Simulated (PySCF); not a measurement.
**Mass spectrum arithmetic for `C[SiH2][Si@H](N(C)C)C(F)(F)F`**

Species: `C[SiH2][Si@H](N(C)C)C(F)(F)F`.

All values are calculated from tables of isotopes.

Q: Find the molar and monoisotopic masses of C4H12F3NSi2.

A: For C4H12F3NSi2, with standard atomic weights, 4 × 12.011 + 2 × 28.085 + 1 × 14.007 + 3 × 18.998 + 12 × 1.008 = 187.311 g/mol. From the most abundant isotopes (12C, 28Si, 14N, 19F, 1H), 4 × 12.000000 + 2 × 27.976927 + 1 × 14.003074 + 3 × 18.998403 + 12 × 1.007825 = 187.0460 u.

Q: Give the isotope pattern of the molecular ion M+•, merging species of the same nominal mass.

A: 
| nominal mass | m/z (centroid) | relative intensity |
| --- | --- | --- |
| 187 | 187.0455 | 100.0 |
| 188 | 188.0461 | 15.0 |
| 189 | 189.0429 | 7.5 |
| 190 | 190.0437 | 0.7 |
| 191 | 191.0403 | 0.1 |

Lines under 0.1 % of the tallest are left out. One electron mass, 0.00055 u, is taken off.

Q: Which singly substituted isotopologues are there?

A: Intensity in % of the monoisotopic species:

```
isotope  mass shift (u)       m/z  intensity (%)
    15N        +0.99703  188.0425           0.37
   29Si        +0.99957  188.0451          10.16
    13C        +1.00335  188.0488           4.33
     2H        +1.00628  188.0518           0.14
   30Si        +1.99684  189.0423           6.69
```

Species under 0.02 % are left out.

Q: Give the mass fraction of each element.

A: C 25.65 %, Si 29.99 %, N 7.48 %, F 30.43 %, H 6.46 %.

Q: Which m/z would the protonated, sodiated and deprotonated molecule have?

A: [M+H]+ 188.0533, [M+Na]+ 210.0353, [M−H]− 186.0388, for the monoisotopic species (arithmetic only; whether such ions form is another matter).
